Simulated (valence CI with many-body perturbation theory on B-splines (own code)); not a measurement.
# Missing levels of Tm47+

Computed by relativistic CI+MBPT: four valence electrons over a frozen Dirac-Fock core [Ar], radial functions for each j: 9 s, 9 p, 10 d, 8 f, 5 g, 3 h, 1 i, with the one-electron correlation potential Σ1 (screened to all orders), the two-electron term Σ2, the three-electron term Σ3, Breit, model QED; selected single and double excitations, second order for the rest (own B-spline code, finite nucleus).

The last digits are not significant, and no measured levels were compared; by estimate large intervals hold to a few tenths of a per cent, small ones and those within an open d or f shell to about a per cent. The list stops below the first excitations out of the core. Only levels of the ground parity were solved; by the run's estimate the other parity begins above the list, which can be wrong where configurations are misplaced.

```
                    Level  E (eV)
            (3d3/2^4) J=0    0.00
      (3d3/2^3 3d5/2) J=1   44.09
      (3d3/2^3 3d5/2) J=4       ?
      (3d3/2^3 3d5/2) J=2   57.16
      (3d3/2^3 3d5/2) J=3   60.50
(3d3/2^2 3d5/2^2) J=0 [a]   96.20
(3d3/2^2 3d5/2^2) J=2 [a]       ?
(3d3/2^2 3d5/2^2) J=4 [a]   98.84
(3d3/2^2 3d5/2^2) J=3 [a]  100.68
    (3d3/2^2 3d5/2^2) J=5  104.33
    (3d3/2^2 3d5/2^2) J=6       ?
    (3d3/2^2 3d5/2^2) J=1       ?
(3d3/2^2 3d5/2^2) J=3 [b]  111.94
(3d3/2^2 3d5/2^2) J=4 [b]       ?
(3d3/2^2 3d5/2^2) J=2 [b]       ?
(3d3/2^2 3d5/2^2) J=2 [c]  125.03
(3d3/2^2 3d5/2^2) J=4 [c]  129.77
(3d3/2^2 3d5/2^2) J=2 [d]  140.81
  (3d3/2 3d5/2^3) J=4 [a]  151.70
  (3d3/2 3d5/2^3) J=3 [a]  152.77
```

Levels are named by their leading jj configuration (3d3/2^4 stands for four electrons in 3d with j = 3/2), which in mixed levels can hold well under half, so a name can repeat and another be missing. Letters in brackets count levels of one name in rising energy.

(1) The levels stand in rising order. What does the calculation give for the missing energies?

## Answers

(1) (3d3/2^3 3d5/2) J=4 55.18; (3d3/2^2 3d5/2^2) J=2 [a] 97.39; (3d3/2^2 3d5/2^2) J=6 107.01; (3d3/2^2 3d5/2^2) J=1 108.43; (3d3/2^2 3d5/2^2) J=4 [b] 111.99; (3d3/2^2 3d5/2^2) J=2 [b] 113.64.
